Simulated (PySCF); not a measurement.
# Nd⁵⁶⁺: ionisation energy

Nd⁵⁶⁺ [He] 2s2 (1S) → Nd⁵⁷⁺ [He] 2s1 (2S), as a difference of total energies. Calculation: PySCF 2.14, in an even-tempered Gaussian basis (19 s from 33 bohr⁻², ratio 2.2; 8 p from 50 bohr⁻², ratio 2.4; 5 d from 150 bohr⁻², ratio 2.4; 5 f from 230 bohr⁻², ratio 2.4; 4 g from 340 bohr⁻², ratio 2.4); scalar relativity by spin-free X2C-1e. Correlated levels: nothing frozen; virtual orbitals above 40 to 60 times the deepest correlated orbital energy dropped. The calculations carry no spin-orbit coupling.

```json
{"method": "UHF", "ionisation energy (eV)": "12094.9"}
{"method": "LDA", "ionisation energy (eV)": "12088.3"}
{"method": "PBE", "ionisation energy (eV)": "12101.7"}
{"method": "PBE0", "ionisation energy (eV)": "12100.3"}
{"method": "r2SCAN", "ionisation energy (eV)": "12092.7"}
{"method": "BHandHLYP", "ionisation energy (eV)": "12098.5"}
{"method": "B3LYP", "ionisation energy (eV)": "12099.4"}
{"method": "MP2 (all electrons)", "ionisation energy (eV)": "12100.4"}
{"method": "SCS-MP2 (all electrons)", "ionisation energy (eV)": "12101.5"}
```

Q: How much does correlation contribute at MP2 (all electrons)?

A: 12100.4 − (12094.9) = 5.5 eV, measured against UHF.

For this ion Breit and QED terms and the two-electron picture change, all absent here, outweigh the differences among the correlated methods.

For comparison: 12082 ± 5 eV (theoretical estimate listed by NIST; NIST Atomic Spectra Database, ionization energies).
